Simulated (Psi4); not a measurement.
disilylmethane (CH8Si2), singlet, at a GFN2-xTB geometry; CAM-B3LYP/def2-SV(P) (Psi4).

Input for Psi4:
```
memory 2 GB

molecule mol {
0 1
  Si    1.469501    0.675243   -0.004315
  C     0.249959   -0.773362   -0.140745
  Si   -1.582865   -0.324499    0.068147
  H     2.839701    0.182994   -0.185178
  H     1.181014    1.668952   -1.040543
  H     1.358676    1.297376    1.316715
  H     0.513805   -1.524899    0.604684
  H     0.384534   -1.254531   -1.110514
  H    -1.982528    0.632796   -0.965442
  H    -1.804865    0.261220    1.391816
  H    -2.402995   -1.534148   -0.060719
}

set basis def2-sv(p)
set reference rks
set guess sadno

energy('cam-b3lyp')
print_variables()
```

Question: Predict the main parts of the log of this Psi4 run.

Answer: 
```
   => Loading Basis Set <=

    Name: DEF2-SV(P)
    Role: ORBITAL
    Keyword: BASIS

         ---------------------------------------------------------
                                   SCF
               by Justin Turney, Rob Parrish, Andy Simmonett
                          and Daniel G. A. Smith
                              RKS Reference
         ---------------------------------------------------------

  ==> Geometry <==

    Molecular point group: c1
    Full point group: C1

    Geometry (in Angstrom), charge = 0, multiplicity = 1:

       Center              X                  Y                   Z               Mass
    ------------   -----------------  -----------------  -----------------  -----------------
         SI           1.470606587567     0.671822155270    -0.004937461712    27.976926534650
         C            0.251064587567    -0.776782844730    -0.141367461712    12.000000000000
         SI          -1.581759412433    -0.327919844730     0.067524538288    27.976926534650
         H            2.840806587567     0.179573155270    -0.185800461712     1.007825032230
         H            1.182119587567     1.665531155270    -1.041165461712     1.007825032230
         H            1.359781587567     1.293955155270     1.316092538288     1.007825032230
         H            0.514910587567    -1.528319844730     0.604061538288     1.007825032230
         H            0.385639587567    -1.257951844730    -1.111136461712     1.007825032230
         H           -1.981422412433     0.629375155270    -0.966064461712     1.007825032230
         H           -1.803759412433     0.257799155270     1.391193538288     1.007825032230
         H           -2.401889412433    -1.537568844730    -0.061341461712     1.007825032230

  Running in c1 symmetry.

  Rotational constants: A =      0.62054  B =      0.09460  C =      0.08837 [cm^-1]
  Rotational constants: A =  18603.18597  B =   2836.00099  C =   2649.15498 [MHz]
  Nuclear repulsion =  150.449941274593812

  Charge       = 0
  Multiplicity = 1
  Electrons    = 42
  Nalpha       = 21
  Nbeta        = 21

  ==> Algorithm <==

  SCF Algorithm Type is DF.
  DIIS enabled.
  MOM disabled.
  Fractional occupation disabled.
  Guess Type is SADNO.
  Energy threshold   = 1.00e-06
  Density threshold  = 1.00e-06
  Integral threshold = 1.00e-12

  ==> Primary Basis <==

  Basis Set: DEF2-SV(P)
    Blend: DEF2-SV(P)
    Number of shells: 38
    Number of basis functions: 66
[...]
   @DF-RKS iter   3:  -621.58686043623857   -1.31999e-01   4.79121e-03 ADIIS/DIIS
   @DF-RKS iter   4:  -621.64297055482666   -5.61101e-02   5.78097e-04 ADIIS/DIIS
   @DF-RKS iter   5:  -621.64383437685797   -8.63822e-04   8.64633e-05 DIIS
   @DF-RKS iter   6:  -621.64386948940410   -3.51125e-05   1.92390e-05 DIIS
   @DF-RKS iter   7:  -621.64387095559903   -1.46619e-06   2.75998e-06 DIIS
   @DF-RKS iter   8:  -621.64387099586895   -4.02699e-08   4.51660e-07 DIIS
  Energy and wave function converged.

  ==> Post-Iterations <==

   Electrons on quadrature grid:
      Ntotal   =   42.0000755134 ; deviation = 7.551e-05

    Orbital Energies [Eh]
    ---------------------

    Doubly Occupied:

[...]
    Virtual:

[...]
    Final Occupation by Irrep:
              A
    DOCC [    21 ]
    NA   [    21 ]
    NB   [    21 ]

  @DF-RKS Final Energy:  -621.64387099586895

   => Energetics <=

    Nuclear Repulsion Energy =            150.4499412745938116
    One-Electron Energy =               -1157.3154167795992180
    Two-Electron Energy =                 422.8689129921851872
    DFT Exchange-Correlation Energy =     -37.6473084830487252
    Empirical Dispersion Energy =           0.0000000000000000
    VV10 Nonlocal Energy =                  0.0000000000000000
    Total Energy =                       -621.6438709958689515

Computation Completed

Properties will be evaluated at   0.000000,   0.000000,   0.000000 [a0]

Properties computed using the SCF density matrix

 Multipole Moments:

 ------------------------------------------------------------------------------------
     Multipole            Electronic (a.u.)      Nuclear  (a.u.)        Total (a.u.)
 ------------------------------------------------------------------------------------

 L = 1.  Multiply by 2.5417464519 to convert [e a0] to [Debye]
 Dipole X            :         -0.0117479            0.0877488            0.0760009
 Dipole Y            :          0.0363536           -0.2714997           -0.2351461
 Dipole Z            :          0.0066154           -0.0494095           -0.0427942
 Magnitude           :                                                    0.2508011

 ------------------------------------------------------------------------------------

  Variable Map:
  ----------------------------------------------------------------------------
[...]
  Array Variable Map:
  ----------------------------------------------------------------------------
[...]
[...]
```
